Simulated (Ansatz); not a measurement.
One change: `N=C(O)O` becomes `N=[C](O)[GeH2][OH]`.

Ansatz, PBE0-D4/def2-TZVP geometries, multiplicity 1. Each molecule was computed in one conformer, which needn't be the lowest.

Scalar relativity is left out up to krypton.

```json
{"property": "size of the dipole moment (PBE/def2-TZVPP) / D", "`N=C(O)O`": "1.59"}
{"property": "HOMO–LUMO gap (ωB97M-V/def2-TZVPP) / eV", "`N=C(O)O`": "12.03"}
{"property": "HOMO–LUMO gap (PBE0/def2-TZVPP) / eV", "`N=C(O)O`": "8.24"}
{"property": "HOMO energy (B3LYP/def2-TZVPP) / eV", "`N=C(O)O`": "-7.65"}
{"property": "HOMO energy (PBE/def2-TZVPP) / eV", "`N=C(O)O`": "-6.45"}
{"property": "HOMO–LUMO gap (PBE/def2-TZVPP) / eV", "`N=C(O)O`": "5.93"}
```

(1) Give the same properties after the change, and the shifts. (An estimate is asked.)

Results:

(1) The calculation gave: 
| property | `N=[C](O)[GeH2][OH]` | shift |
| --- | --- | --- |
| size of the dipole moment (PBE/def2-TZVPP) / D | 1.03 | -0.56 |
| HOMO–LUMO gap (ωB97M-V/def2-TZVPP) / eV | 11.35 | -0.68 |
| HOMO–LUMO gap (PBE0/def2-TZVPP) / eV | 7.07 | -1.17 |
| HOMO energy (B3LYP/def2-TZVPP) / eV | -7.54 | 0.11 |
| HOMO energy (PBE/def2-TZVPP) / eV | -6.32 | 0.13 |
| HOMO–LUMO gap (PBE/def2-TZVPP) / eV | 4.70 | -1.23 |

With PBE0 the HOMO rises by 0.13 eV and the LUMO falls by 1.04 eV, so the gap narrows by about 1.17 eV. PBE moves the HOMO by 0.13 eV and ωB97M-V by 0.16 eV. Dipoles are sizes alone; their direction can turn.

B3LYP here is the variant with VWN-RPA as its local correlation; programs differ in this.
